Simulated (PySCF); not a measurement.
AlF2H4NO2Si. Atoms are numbered in the order given.

```xyz
11

Si    -0.2190    -1.4950     0.0000
F      0.1856    -2.4112     1.2751
F      0.1856    -2.4112    -1.2751
N      0.6515    -0.0269     0.0000
Al     0.0258     1.6529     0.0000
O      1.0318     3.0167     0.0000
O     -1.6595     1.8215     0.0000
H     -1.6700    -1.2631     0.0000
H      1.6652    -0.1424     0.0000
H      1.9893     3.0754     0.0000
H     -2.1336     2.6569     0.0000
```

The structure is a stationary point at B3LYP-D3(BJ)/def2-SVP. The structure was generated by enumeration; whether it is a known compound was not checked. The values are those of a single conformer.

The numbers are results of PBE/pcSseg-1 run with PySCF, not measurements.

GIAO shieldings, no solvent; atoms listed in one row are averaged. δ = σ(ref) − σ: ²⁹Si against TMS (σ = 335.4 ppm); ¹⁹F against CFCl3 (σ = 133.6 ppm); ¹⁵N against NH3 (σ = 267.0 ppm); ¹⁷O against H2O (σ = 334.3 ppm); ¹H against TMS (σ = 31.49 ppm), references at their B3LYP-D3(BJ)/def2-TZVP geometries, non-relativistic.

| nucleus | atoms | count | δ (ppm) |
|---|---|---|---|
| ²⁹Si | Si1 | 1 | -35.7 |
| ¹⁹F | F2, F3 | 2 | -162.3 |
| ¹⁵N | N4 | 1 | 43.6 |
| ¹⁷O | O6 | 1 | 19.0 |
| ¹⁷O | O7 | 1 | 12.1 |
| ¹H | H8 | 1 | 5.11 |
| ¹H | H10 | 1 | 1.71 |
| ¹H | H11 | 1 | 1.52 |
| ¹H | H9 | 1 | 0.80 |
